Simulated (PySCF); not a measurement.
C7H14O2.
Numbering: `[CH3:1][O:2][C@H:3]1[CH2:4][CH2:5][C@H:6]([OH:7])[CH2:8][CH2:9]1` (hydrogens: H10, H11, H12 on C1; H13 on C3; H14, H15 on C4; H16, H17 on C5; H18 on C6; H19 on O7; H20, H21 on C8; H22, H23 on C9)

Computed geometry: GFN2-xTB, gas phase.

(1) Give the optimised bond lengths and angles.

## Answers

(1) 
```json
{"bond": "C1–O2", "length (Å)": "1.401"}
{"bond": "O2–C3", "length (Å)": "1.418"}
{"bond": "C3–C4, C3–C9", "length (Å)": "1.532"}
{"bond": "C4–C5, C8–C9", "length (Å)": "1.526"}
{"bond": "C5–C6, C6–C8", "length (Å)": "1.530"}
{"bond": "C6–O7", "length (Å)": "1.415"}
{"bond": "C1–H10, C1–H11, C1–H12", "length (Å)": "1.094"}
{"bond": "C3–H13", "length (Å)": "1.105"}
{"bond": "C4–H14, C9–H23", "length (Å)": "1.091"}
{"bond": "C4–H15, C9–H22", "length (Å)": "1.090"}
{"bond": "C5–H16, C8–H20", "length (Å)": "1.092"}
{"bond": "C5–H17, C8–H21", "length (Å)": "1.090"}
{"bond": "C6–H18", "length (Å)": "1.105"}
{"bond": "O7–H19", "length (Å)": "0.963"}
```

Bonds in one row agree within 0.01 Å and their mean is given. A selection of angles:
```json
{"angle": "C1–O2–C3", "degrees": "114.9"}
{"angle": "O2–C3–C4", "degrees": "113.0"}
{"angle": "O2–C3–C9", "degrees": "107.6"}
{"angle": "C4–C3–C9", "degrees": "109.4"}
{"angle": "C3–C4–C5", "degrees": "110.3"}
{"angle": "C4–C5–C6", "degrees": "110.6"}
{"angle": "C5–C6–O7", "degrees": "112.1"}
{"angle": "C5–C6–C8", "degrees": "109.8"}
{"angle": "O7–C6–C8", "degrees": "108.2"}
{"angle": "C3–C9–C8", "degrees": "111.0"}
{"angle": "H19–O7–C6", "degrees": "108.6"}
```

Dihedral angles: C1–O2–C3–C4 75° (synclinal); O2–C3–C4–C5 61° (synclinal); C3–C4–C5–C6 59° (synclinal); C4–C5–C6–O7 63° (synclinal); C5–C6–C8–C9 57° (synclinal); C6–C8–C9–C3 -57° (synclinal); O2–C3–C9–C8 -66° (synclinal); H19–O7–C6–C5 54° (synclinal).

The 6-membered ring C3–C4–C5–C6–C8–C9 has internal angles of 109.4° to 111.0°; it is puckered, 0.24 Å rms from its mean plane, widest ring torsion 59°. O7 (alcohol oxygen) is bent (angle 108.6°). Of the pairs four or more bonds apart, H12···H14 is among the closest relative to their van der Waals radii: 2.29 Å, 95 % of the sum of Bondi's values.

Point group: C1 (no symmetry element, even within 0.4 Å). Not checked by GFN2-xTB frequencies. One conformer, not necessarily the lowest (C1–O2–C3–C4 75°, C5–C6–O7–H 54°, O2–C3–C4–C5 61°, C3–C4–C5–C6 59°, C4–C5–C6–O7 63°, C5–C6–C8–C9 57°).
